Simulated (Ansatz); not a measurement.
The cluster Sr₃O₃⁻. The state is a doublet with charge -1. Geometry PBE0-D4/def2-SVPD; atoms count from 1.

Cartesian coordinates in Å:
```
Sr -0.690 -1.662 -1.554
Sr 0.620 -0.398 1.274
Sr -0.034 2.291 -0.639
O 0.118 1.826 1.462
O 0.538 0.158 -1.069
O -0.553 -2.214 0.526
```

In the def2 sets Sr takes a core potential; there is no spin–orbit coupling. The highest occupied level of the relaxed charge -1 doublet lies above zero (up to 0.34 eV). By energy differences its removal costs 0.49 eV (each at its own geometry, to the charge 0 singlet, at PBE0-D4/def2-TZVPD); the vertical value is larger still, so the positive level points to self-interaction error. The structure comes from a short search, and lower isomers may exist.

(1) Estimate the Mulliken populations from the PBE0/def2-TZVPD orbitals of Ansatz.

(2) Where does the spin sit?

(3) And the Mayer bond orders between bonded heavy atoms (over 0.3)?

Answers

(1) 
```tsv
atom	charge (e)	spin (α − β)
Sr1	1.42	0.24
Sr2	1.25	0.56
Sr3	1.42	0.24
O4	-1.67	-0.01
O5	-1.76	-0.03
O6	-1.67	-0.01
```
Mulliken values and Mayer orders depend strongly on the basis. With diffuse functions, as here, like atoms can get unlike values, and bond orders can come out too low or too high.

(2) Summed by element: Sr 1.04, O -0.04, of 1 unpaired in all. Largest on single atoms: Sr2 0.56, Sr3 0.24, Sr1 0.24.

(3) Sr1–O6 0.31 (2.16 Å); Sr3–O4 0.31 (2.16 Å).
